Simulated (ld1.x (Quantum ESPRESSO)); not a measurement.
chromium: TM pseudisation with LDA (PZ), scalar-relativistic reference atom.

- Element: Cr (Z = 24)
- Generator: ld1.x (Quantum ESPRESSO) 7.5
- Type: norm-conserving Troullier–Martins (Kleinman–Bylander form)
- Functional: LDA (PZ)
- Relativity: scalar-relativistic
- Frozen core: [Ar]
- Valence charge: 6
- Reference configuration: 3d5 4s0.75 4p0.25
- Partial waves: 4p (bound): rc 4.10 bohr; 3d (bound): rc 1.90 bohr; 4s (bound): rc 2.75 bohr
- Local potential: the s channel
- Core correction: none

Q: Does the generator finish with these settings?

A: Yes, a potential is produced and its reference levels are reproduced.

Q: Estimate the cutoffs (Ry, on a coarse ladder) from which the occupation-weighted sum of valence levels, in a spherical-Bessel basis at the reference potential, stays within 10 and 1 mRy of its value at 400 Ry.

A: 70 Ry and 90 Ry.

Q: What does a ghost test show?

A: No extra level below or beside the all-electron valence levels (p, d, s, f tested).

Q: Which valence shell sets the plane-wave cutoff?

A: 3d: its level needs 70 Ry to come within 1 mRy, against 12 Ry for 4s.

Q: Tests: 3d5 4s1 4p0; 3d5 4s0 4p0; 3d4 4s0 4p0; 3d4 4s1 4p1; 3d6 4s0 4p0; 3d2 4s0 4p0; 3d5 4s0.5 4p0. Which has the largest error in its energy relative to the reference configuration, and how large is it?

A: 3d2 4s0 4p0, with -1136 meV (all-electron minus pseudo) on +102.36 eV.
